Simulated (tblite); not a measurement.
Computed values, GFN2-xTB/tblite, gas phase, harmonic and unscaled. Against measured fundamentals such values can be off by several per cent, at times by over 20. Modes of hydrogen on silicon can be 10 to 20 % off. One conformer each. Thermal functions are those of the rigid rotor and harmonic oscillator, without mixing of conformers.

Question: Order these by their zero-point energy, highest first (kcal/mol).
A. `C=CC[C@@H](C)C(=O)Cl`
B. `C=CCCS(=O)(=O)Cl`
C. `C#C[Si@@H]1OCC(=O)O1`
D. `C#C/C=C(F)/C=C/[SiH3]`
E. `C=C[Si@@H]1C=CC(F)=C1`

Answer: A (84.5), B (67.5), E (66.2), D (61.5), C (45.5).

```
               SMILES  atoms  mass (u)  symmetry number  modes under 300 cm⁻¹  ZPE (kcal/mol)  S translation (cal/(mol K))  S rotation  S vibration     S    Cp
 C=CC[C@@H](C)C(=O)Cl     17    132.03                1                     8            84.5                         38.6        27.9         19.6  86.1  26.7
     C=CCCS(=O)(=O)Cl     15    153.99                1                     6            67.5                         39.0        27.9         16.2  83.2  26.5
C=C[Si@@H]1C=CC(F)=C1     15    126.03                1                     4            66.2                         38.5        27.7         15.5  81.6  25.0
C#C/C=C(F)/C=C/[SiH3]     15    126.03                1                     7            61.5                         38.5        28.0         19.9  86.3  29.0
 C#C[Si@@H]1OCC(=O)O1     12    127.99                1                     5            45.5                         38.5        27.4         12.8  78.7  23.6
```

Entropies and Cp are for 200 K and 1 bar.
